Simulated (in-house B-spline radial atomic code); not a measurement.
Inner levels of tin as electrons are removed. A shift is the extra binding of the orbital against the neutral atom ([Kr] 4d10 5s2 5p2). The density at the nucleus is averaged over the nuclear charge. Computed with an all-electron radial atomic-structure program (B-spline basis): Dirac-Hartree-Fock, average of the configuration, finite nuclei.

| ion | configuration | shift of 4s1/2 (eV) | shift of 2p1/2 (eV) | shift of 3d3/2 (eV) | radius of 4s1/2 (bohr) | radius of 2p1/2 (bohr) | radius of 3d3/2 (bohr) | Σ<r²> (bohr²) | change of density at nucleus (bohr⁻³) |
| --- | --- | --- | --- | --- | --- | --- | --- | --- | --- |
| Sn15+ | [Ar] 3d10 4s2 4p5 | 307.41 | 366.17 | 352.37 | 0.75222 | 0.10583 | 0.30824 | 7.0272 | 178.84 |
| Sn16+ | [Ar] 3d10 4s2 4p4 | ? | ? | ? | ? | ? | ? | ? | ? |
| Sn17+ | [Ar] 3d10 4s2 4p3 | 362.19 | 444.08 | 425.1 | 0.73863 | 0.1058 | 0.30689 | 5.4815 | 253.14 |
| Sn18+ | [Ar] 3d10 4s2 4p2 | 390.26 | 484.46 | 462.63 | 0.73205 | 0.10578 | 0.30617 | 4.7598 | 292.29 |
| Sn19+ | [Ar] 3d10 4s2 4p1 | ? | ? | ? | ? | ? | ? | ? | ? |
| Sn20+ | [Ar] 3d10 4s2 | 447.72 | 568.02 | 539.95 | 0.71931 | 0.10574 | 0.30465 | 3.4076 | 374.55 |
| Sn21+ | [Ar] 3d10 4s1 | 481.42 | 611.66 | 580.48 | 0.71193 | 0.10572 | 0.30384 | 2.8075 | -92.671 |

Task: Fill in the row of Sn16+.

Result: shift of 4s1/2 (eV): 334.58; shift of 2p1/2 (eV): 404.65; shift of 3d3/2 (eV): 388.35; radius of 4s1/2 (bohr): 0.74535; radius of 2p1/2 (bohr): 0.10582; radius of 3d3/2 (bohr): 0.30758; Σ<r²> (bohr²): 6.2365; change of density at nucleus (bohr⁻³): 215.33.

Task: Fill in the row of Sn19+.

Result: shift of 4s1/2 (eV): 418.77; shift of 2p1/2 (eV): 525.77; shift of 3d3/2 (eV): 500.91; radius of 4s1/2 (bohr): 0.72562; radius of 2p1/2 (bohr): 0.10576; radius of 3d3/2 (bohr): 0.30542; Σ<r²> (bohr²): 4.0692; change of density at nucleus (bohr⁻³): 332.75.
